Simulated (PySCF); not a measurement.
PySCF input for Mg(SH)2 (H2MgS2), SMILES [SH][Mg][SH], TDA-PBE0/def2-SVPD. Coordinates come from a B3LYP-D3(BJ)/def2-TZVP optimisation. One conformer was computed; it need not be the lowest.

```python
import numpy as np
from pyscf import gto, scf, dft, tdscf

mol = gto.M(
    atom='''
    Mg   -0.00000000    0.00000002    0.02076249
    S    -2.29059331   -0.05809688    0.04860196
    H    -2.39428242    0.88929398   -0.90220632
    S     2.29059331    0.05809696    0.04860187
    H     2.39428242   -0.88929540   -0.90220491
    ''',
    basis='def2-SVPD',
    charge=0,
    spin=0,
    symmetry=True,
    max_memory=1600,
    verbose=4,
)
mf = dft.RKS(mol, xc='pbe0').density_fit(auxbasis='def2-universal-jkfit')
mf.grids.level = 3
mf.conv_tol = 1e-9
mf.max_cycle = 100
mf.kernel()
mf.grids = dft.Grids(mol).set(level=1).build(with_non0tab=True)  # coarser grid for the response kernel
td = tdscf.TDA(mf)
td.singlet = True
td.nstates = 10
td.conv_tol = 1e-4
td.kernel(x0=td.get_init_guess(mf, 15))
td.analyze()
tt = tdscf.TDA(mf)
tt.singlet = False
tt.nstates = 4
tt.conv_tol = 1e-4
tt.kernel(x0=tt.get_init_guess(mf, 9))
tt.analyze(verbose=3)
```

Program output:

```
PySCF version 2.14.0

[INPUT] verbose = 4
[INPUT] num. atoms = 5
[INPUT] num. electrons = 46
[INPUT] charge = 0
[INPUT] spin (= nelec alpha-beta = 2S) = 0
[INPUT] symmetry True subgroup None
[INPUT] Mole.unit = angstrom
[INPUT] Symbol           X                Y                Z      unit          X                Y                Z       unit  Magmom
[INPUT]  1 Mg     0.000000000000   0.000000020000   0.020762490000 AA    0.000000000000   0.000000037795   0.039235419764 Bohr   0.0
[INPUT]  2 S     -2.290593310000  -0.058096880000   0.048601960000 AA   -4.328594018661  -0.109787191892   0.091844393517 Bohr   0.0
[INPUT]  3 H     -2.394282420000   0.889293980000  -0.902206320000 AA   -4.524538038661   1.680522066424  -1.704922852652 Bohr   0.0
[INPUT]  4 S      2.290593310000   0.058096960000   0.048601870000 AA    4.328594018661   0.109787343070   0.091844223442 Bohr   0.0
[INPUT]  5 H      2.394282420000  -0.889295400000  -0.902204910000 AA    4.524538038661  -1.680524749836  -1.704920188138 Bohr   0.0

nuclear repulsion = 139.0872873081
point group symmetry = C2
symmetry origin: [ 0.00000000e+00  4.10810028e-09 -2.87567019e-09]
symmetry axis x: [1.00000000e+00 2.03421652e-10 4.36148751e-10]
symmetry axis y: [ 2.03421405e-10 -1.00000000e+00  5.65933828e-07]
symmetry axis z: [ 4.36148866e-10 -5.65933828e-07 -1.00000000e+00]
num. orbitals of irrep A = 46
num. orbitals of irrep B = 45
number of shells = 39
number of NR pGTOs = 149
number of NR cGTOs = 91
basis = def2-SVPD
ecp = {}


[settings echo left out]
init E= -997.044189926229
HOMO (A) = -0.310964027549246  LUMO (A) = -0.0940289910370731  gap/eV = 5.90310
cycle= 1 E= -997.010530537761  delta_E= 0.0337  |g|= 0.356  |ddm|=  2.5
HOMO (B) = -0.224709116042345  LUMO (A) = -0.0544965934117232  gap/eV = 4.63172
cycle= 2 E= -996.992253421024  delta_E= 0.0183  |g|= 0.437  |ddm|= 1.41
HOMO (A) = -0.268600453256485  LUMO (A) = -0.0564744862888449  gap/eV = 5.77224
cycle= 3 E= -997.060019006182  delta_E= -0.0678  |g|= 0.0145  |ddm|= 0.745
HOMO (A) = -0.270852946760911  LUMO (A) = -0.0579030530954303  gap/eV = 5.79466
cycle= 4 E= -997.060079974005  delta_E= -6.1e-05  |g|= 0.00794  |ddm|= 0.0302
HOMO (A) = -0.270129136661824  LUMO (A) = -0.0568539956216516  gap/eV = 5.80351
cycle= 5 E= -997.060104132913  delta_E= -2.42e-05  |g|= 0.000875  |ddm|= 0.0149
HOMO (A) = -0.270166117745758  LUMO (A) = -0.0568608248280071  gap/eV = 5.80433
cycle= 6 E= -997.060104414613  delta_E= -2.82e-07  |g|= 0.000384  |ddm|= 0.00189
HOMO (A) = -0.270179487317372  LUMO (A) = -0.0568633848739655  gap/eV = 5.80463
cycle= 7 E= -997.060104471568  delta_E= -5.7e-08  |g|= 5.97e-05  |ddm|= 0.000612
HOMO (A) = -0.270175327394812  LUMO (A) = -0.0568640276469803  gap/eV = 5.80450
cycle= 8 E= -997.060104473257  delta_E= -1.69e-09  |g|= 6.85e-06  |ddm|= 9.91e-05
HOMO (A) = -0.270175323968808  LUMO (A) = -0.0568642511315347  gap/eV = 5.80449
cycle= 9 E= -997.060104473265  delta_E= -7.5e-12  |g|= 2.72e-06  |ddm|= 1.72e-05
HOMO (A) = -0.270175533197072  LUMO (A) = -0.0568643844891854  gap/eV = 5.80449
Extra cycle  E= -997.060104473273  delta_E= -7.96e-12  |g|= 1.98e-06  |ddm|= 7.02e-06
converged SCF energy = -997.060104473273
tot grids = 23808


******** <class 'pyscf.tdscf.rks.TDA'> for <class 'pyscf.df.df_jk.DFSymAdaptedRKS'> ********
nstates = 10 singlet
deg_eia_thresh = 1.000e-03
wfnsym = None
conv_tol = 0.0001
eigh lindep = 1e-12
eigh level_shift = 0
eigh max_cycle = 100


Excitation energies (eV)
[4.57357515 4.57536218 5.51919374 5.55463148 5.55552654 5.81540514
 6.25454784 6.29473075 6.29841699 6.39171778]

** Singlet excitation energies and oscillator strengths **
Excited State   1:    A      4.57358 eV    271.09 nm  f=0.0464
      23 -> 24        0.70283
Excited State   2:    B      4.57536 eV    270.98 nm  f=0.0476
      22 -> 24       -0.70267
Excited State   3:    B      5.51919 eV    224.64 nm  f=0.0683
      21 -> 24        0.53393
      22 -> 26       -0.33330
      23 -> 25       -0.31375
Excited State   4:    A      5.55463 eV    223.21 nm  f=0.0000
      22 -> 25       -0.49309
      23 -> 26        0.49372
Excited State   5:    B      5.55553 eV    223.17 nm  f=0.0000
      22 -> 26       -0.48612
      23 -> 25        0.49879
Excited State   6:    A      5.81541 eV    213.20 nm  f=0.0032
      20 -> 24        0.28358
      22 -> 25       -0.45290
      23 -> 26       -0.45160
Excited State   7:  ???      6.25455 eV    198.23 nm  f=0.5470
      21 -> 24        0.39158
      21 -> 26        0.27816
      21 -> 28        0.13969
      22 -> 26        0.30706
      23 -> 25        0.33808
Excited State   8:    A      6.29473 eV    196.97 nm  f=0.0131
      21 -> 25       -0.14548
      22 -> 27        0.58952
      22 -> 31       -0.10632
      23 -> 28       -0.30330
Excited State   9:    B      6.29842 eV    196.85 nm  f=0.0419
      22 -> 26       -0.13446
      22 -> 28        0.29802
      23 -> 27       -0.58933
      23 -> 31        0.10157
Excited State  10:    A      6.39172 eV    193.98 nm  f=0.0000
      20 -> 24       -0.28930
      21 -> 25        0.60948
      22 -> 27        0.13288

** Transition electric dipole moments (AU) **
state          X           Y           Z        Dip. S.      Osc.
  1         0.0000     -0.0000      0.6435      0.4141      0.0464
  2         0.0632     -0.6488     -0.0000      0.4249      0.0476
  3         0.7065      0.0782     -0.0000      0.5053      0.0683
  4         0.0000     -0.0000      0.0084      0.0001      0.0000
  5        -0.0143     -0.0112     -0.0000      0.0003      0.0000
  6        -0.0000     -0.0000     -0.1508      0.0227      0.0032
  7         1.8861      0.1097     -0.0000      3.5695      0.5470
  8        -0.0000      0.0000     -0.2909      0.0846      0.0131
  9        -0.4469      0.2684      0.0000      0.2718      0.0419
 10        -0.0000      0.0000     -0.0086      0.0001      0.0000

** Transition velocity dipole moments (imaginary part, AU) **
state          X           Y           Z        Dip. S.      Osc.
  1        -0.0000     -0.0000      0.0942      0.0089      0.0352
  2         0.0065     -0.0955     -0.0000      0.0092      0.0363
  3         0.1473      0.0101      0.0000      0.0218      0.0717
  4         0.0000     -0.0000      0.0244      0.0006      0.0019
  5        -0.0031     -0.0250     -0.0000      0.0006      0.0021
  6         0.0000     -0.0000     -0.0296      0.0009      0.0027
  7         0.3423      0.0219      0.0000      0.1177      0.3413
  8        -0.0000      0.0000     -0.0934      0.0087      0.0251
  9        -0.0782      0.0904      0.0000      0.0143      0.0412
 10        -0.0000     -0.0000     -0.0086      0.0001      0.0002

** Transition magnetic dipole moments (imaginary part, AU) **
state          X           Y           Z
  1         0.0000     -0.0000      0.5078
  2         0.0312      0.5028      0.0000
  3         0.0089      0.1440      0.0000
  4        -0.0000     -0.0000      0.1623
  5         0.3540      0.1397      0.0000
  6         0.0000      0.0000      0.1163
  7        -0.0510     -0.2986     -0.0000
  8         0.0000      0.0000     -0.5071
  9        -0.3042     -0.4359     -0.0000
 10        -0.0000      0.0000      0.6029


******** <class 'pyscf.tdscf.rks.TDA'> for <class 'pyscf.df.df_jk.DFSymAdaptedRKS'> ********
nstates = 4 triplet
deg_eia_thresh = 1.000e-03
wfnsym = None
conv_tol = 0.0001
eigh lindep = 1e-12
eigh level_shift = 0
eigh max_cycle = 100


Excitation energies (eV)
[4.27182755 4.27197142 4.93199476 5.25481025]

** Triplet excitation energies and oscillator strengths **
Excited State   1:    A      4.27183 eV    290.24 nm  f=0.0000
Excited State   2:    B      4.27197 eV    290.23 nm  f=0.0000
Excited State   3:    B      4.93199 eV    251.39 nm  f=0.0000
Excited State   4:    A      5.25481 eV    235.94 nm  f=0.0000
```

The run converged.

Cost: around 30 core-seconds (rough).
